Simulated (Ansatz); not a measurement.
Input file for C$_{2}$H$_{7}$ClOSi, SMILES `CC(Cl)[SiH2]O`:

```yaml
crystal:
  periodic: [false, false, false]
  atoms:
    - {symbol: C, position_ang: [-1.553465, 0.253926, -0.585560]}
    - {symbol: C, position_ang: [-0.045130, 0.170892, -0.641049]}
    - {symbol: Cl, position_ang: [0.673168, 1.827731, -0.757164]}
    - {symbol: Si, position_ang: [0.756008, -0.607881, 0.880166]}
    - {symbol: O, position_ang: [2.393196, -0.548007, 0.783037]}
    - {symbol: H, position_ang: [-1.957810, 0.762020, -1.463492]}
    - {symbol: H, position_ang: [-1.888521, 0.790721, 0.304285]}
    - {symbol: H, position_ang: [-1.973794, -0.756230, -0.553681]}
    - {symbol: H, position_ang: [0.282919, -0.339654, -1.548986]}
    - {symbol: H, position_ang: [0.399069, -2.046257, 0.957100]}
    - {symbol: H, position_ang: [0.222355, 0.121701, 2.061750]}
    - {symbol: H, position_ang: [2.769108, 0.315736, 0.597593]}
basis:
  gaussian: {orbitals: def2-TZVPP}
correlation: {method: ccsd_t}
output: {orbitals: {seedname: orbitals}}
```

```sh
$ ansatz run in.yaml --threads 4 --pin off --events-out ev --progress --plain --max-ram 10444MiB
```

The program prints (abridged):

```
Functional definition: HF
1607 factors; integrals over basis functions are off by at most 1.2e-3 eV
mean field evaluation 1: about -24574.5118 eV, gradient 4.1e1 eV
mean field evaluation 2: about -24574.8023 eV, gradient 4.2e1 eV
mean field evaluation 4: about -24578.6227 eV, gradient 4.4e0 eV
mean field evaluation 8: about -24578.6901 eV, gradient 2.5e-1 eV
mean field -24578.69039587 eV, -903.2502120136 hartree, gradient 1.7e-6 eV, S^2 0.000000; 0 other end points of the search recorded, 0 dependent functions left out
13 core orbitals not correlated: weight in the atoms' cores, before any rotation towards them, 1.000 or more for the frozen orbitals, at most 0.000 for the correlated occupied ones
reference -24578.69039587 eV, -903.2502120136 hartree; 16, 16 occupied and 246, 246 virtual orbitals, 1607 factors
second order -24.65123799 eV of doubles, -0.00000000 eV of singles
cycle   1  -25.39187646 eV  change   -7.4e-1 eV  update   1.0e-1
cycle   2  -25.98794708 eV  change   -6.0e-1 eV  update   2.9e-2
cycle   3  -26.10428769 eV  change   -1.2e-1 eV  update   1.3e-2
cycle   4  -26.09529539 eV  change    9.0e-3 eV  update   2.8e-3
cycle   5  -26.09489056 eV  change    4.0e-4 eV  update   1.1e-3
cycle   6  -26.09517279 eV  change   -2.8e-4 eV  update   3.1e-4
cycle   7  -26.09505116 eV  change    1.2e-4 eV  update   1.2e-4
cycle   8  -26.09503879 eV  change    1.2e-5 eV  update   3.9e-5
perturbative correction -1.02115692 eV, -0.0375268247 hartree
Total energy: -24605.80659158 eV, -904.2467138259 hartree
```

Run time 3.4 min (4 threads of an Arm Neoverse V2 on a shared host); peak host memory 7.4 GiB.

The correlation energy is -27.116 eV, 3.8 % of it from (T); the T1 diagnostic reads 0.0103.
